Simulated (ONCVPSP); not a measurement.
**Mn (Z = 25): one change to an ONCV potential, before and after**

manganese (Mn), optimised norm-conserving Vanderbilt (ONCV), made with ONCVPSP 4.0.1 (Wu-Cohen, scalar-relativistic). Core [Ne], reference 3s2 3p6 3d5 4s1.5 4p0.5. Waves: 3s+4s: rc 1.60 bohr, ncon 4, nbas 9, qcut 8.4 1/bohr, 2 projectors; 3p+4p: rc 1.30 bohr, ncon 4, nbas 8, qcut 12.5 1/bohr, 3 projectors, debl 0.8 Ha; 3d: rc 2.00 bohr, ncon 3, nbas 8, qcut 8.5 1/bohr, 2 projectors, debl 0.4 Ha. Local part: polynomial inside 1.25 bohr (lpopt 5, dvloc0 6 Ha). Core correction: Teter function, fcfact 3.75, rcfact 1.2.

All-electron outer shells of the reference configuration (Wu-Cohen, scalar-relativistic, ld1.x):

```tsv
shell	level (eV)	outermost node (bohr)	outermost maximum (bohr)
2s	-744.33	0.08	0.23
2p	-631.01	–	0.19
3s	-86.52	0.34	0.74
3p	-55.36	0.31	0.75
3d	-7.61	–	0.76
4s	-5.66	1.05	2.47
4p	-1.74	1.16	3.30
```

Change: all radii but the core radius scaled by about 1.14 (s 1.84, p 1.48, d 2.28 bohr); local potential polynomial inside 1.44 bohr (lpopt 5, dvloc0 6 Ha).

Cutoffs: the cutoffs (Ha) at which the residual kinetic energy of the hardest occupied pseudo-wave falls to 1 and 0.1 mHa per electron; they do not see the model core or the augmentation charge, which bear on the density cutoff. Errors are all-electron minus pseudo energies relative to the spin-unpolarised reference configuration.

Question: What does the change do?

Answer: The potential gets neither clearly harder nor softer (31 Ha and 38 Ha → 31 Ha and 37 Ha); the p channel sets the loose cutoff, while the largest relative change is in s, which becomes softer; of the 4 tests that both files solve, the error grows in 3 and shrinks in 0 by more than 15 % and 0.3 meV (median size 5.6 → 7.3 meV); neither file shows a bound ghost. More of the atom is replaced by a form fitted at one configuration, so other configurations suffer.

| quantity | base | changed |
| --- | --- | --- |
| cutoff, loose | 31 Ha | 31 Ha |
| cutoff, tight | 38 Ha | 37 Ha |
| loose cutoff by channel | s 18 Ha, p 31 Ha, d 26 Ha | s 12 Ha, p 31 Ha, d 24 Ha |
| bound ghosts | none | none |
| GHOST(+) flags under 300 eV | none | none |
| error for 3s2 3p6 3d5 4s2 4p0, meV [ΔE -1.93 eV] | +0.4 | +0.5 |
| error for 3s2 3p6 3d5 4s1 4p0, meV [ΔE 6.52 eV] | +1.0 | +1.7 |
| error for 3s2 3p6 3d5 4s0 4p0, meV [ΔE 22.00 eV] | +10 | +13 |
| error for 3s1 3p6 3d5 4s2 4p0, meV [ΔE 91.38 eV] | -659 | -865 |
| rms error of d²Exc/dni dnj with the model core, mHa | 1.23 | 1.87 |
